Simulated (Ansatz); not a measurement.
Basis sets compared for the cluster Al₈Sb₉⁻ (the lowest singlet isomer of a short search). The state is a singlet with charge -1. Geometry PBE-D4/def2-SVP. Ansatz on 2 threads of AMD EPYC 7R13 on a shared host and a share (18 GiB) of an NVIDIA H100 80GB HBM3; times are rough, and most runs start from earlier orbitals.

Cartesian coordinates in Å:
```
Al 1.7514 0.6962 3.2684
Al -1.8363 -1.8105 -2.2548
Al -1.0942 0.4808 3.3543
Al -1.1003 -1.6860 0.1844
Al 0.5109 -1.9031 3.3503
Al 0.5139 1.9043 -0.1495
Al 0.7173 -0.6003 -2.9500
Al -2.0764 0.3326 -4.7429
Sb 0.6771 1.8978 -3.9184
Sb 1.3159 -0.6943 -0.2534
Sb -0.6634 -2.2009 -4.5853
Sb 0.5093 -0.2294 5.4428
Sb -2.0899 -1.9311 2.6038
Sb -1.5420 0.9041 -1.9311
Sb 2.8511 -1.4733 2.0985
Sb 1.4152 3.6618 -1.9013
Sb 0.1405 2.6513 2.3843
```

In the def2 sets Sb takes a core potential; there is no spin–orbit coupling. Single mean-field runs in def2-TZVP are fitted with def2-universal-jkfit. The structure comes from a short search, and lower isomers may exist.

| level | functions | energy (Eh) | HOMO (eV) | LUMO (eV) | wall time |
| --- | --- | --- | --- | --- | --- |
| PBE-D4/def2-SVP | 378 | -4100.7729 | -1.71 | -1.35 | 6.5 s |
| PBE0-D4/def2-SVP | 378 | -4101.0241 | -2.20 | -1.11 | 8.5 s |

Q: Estimate the rows for PBE-D4/def2-TZVP (with forces), PBE0-D4/def2-TZVP.

A: 
| level | functions | energy (Eh) | HOMO (eV) | LUMO (eV) | wall time |
| --- | --- | --- | --- | --- | --- |
| PBE-D4/def2-TZVP (with forces) | 746 | -4101.5175 | -1.73 | -1.36 | 10 s |
| PBE0-D4/def2-TZVP | 746 | -4101.7532 | -2.19 | -1.07 | 11 s |
